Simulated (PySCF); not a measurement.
PySCF 2.14 output of an unrestricted PBE calculation on a single atom or ion in aug-cc-pV5Z (7s6p5d4f3g2h, 127 functions), with no relativity, point nucleus:

```
SCF conv_tol = 1e-09
number electrons alpha = 4  beta = 1
    J. P. Perdew, K. Burke, and M. Ernzerhof.,  Phys. Rev. Lett. 77, 3865 (1996)
    J. P. Perdew, K. Burke, and M. Ernzerhof.,  Phys. Rev. Lett. 78, 1396 (1997)
    J. P. Perdew, K. Burke, and M. Ernzerhof.,  Phys. Rev. Lett. 77, 3865 (1996)
    J. P. Perdew, K. Burke, and M. Ernzerhof.,  Phys. Rev. Lett. 78, 1396 (1997)
cycle= 1 E= -51.4433262945493  delta_E= -0.00453  |g|= 0.0107  |ddm|= 0.439
cycle= 2 E= -51.4433548805951  delta_E= -2.86e-05  |g|= 0.000789  |ddm|= 0.0175
cycle= 3 E= -51.4433552840451  delta_E= -4.03e-07  |g|= 0.000135  |ddm|= 0.00234
cycle= 4 E= -51.4433552909565  delta_E= -6.91e-09  |g|= 1.67e-05  |ddm|= 0.000349
cycle= 5 E= -51.4433552910184  delta_E= -6.19e-11  |g|= 3.29e-07  |ddm|= 3.51e-05
converged SCF energy = -51.4433552910184  <S^2> = 3.7500061  2S+1 = 4.000003
```

The run itself started from symmetry-adapted Hartree-Fock orbitals and held the occupation by maximum overlap, on a logarithmic radial grid, so the iterations belong to that start.

Which element, charge and spin multiplicity is this?

N²⁺ (nitrogen, charge +2), multiplicity 4; the state was [He] 2s1 2p1 3d1, one real determinant (an excited configuration).

⟨L²⟩ = 8.00 against 12 for a pure F term, so this real determinant mixes terms. The outer electron is Rydberg-like, and this basis confines it to a smaller radius and binds it less than a complete one would.
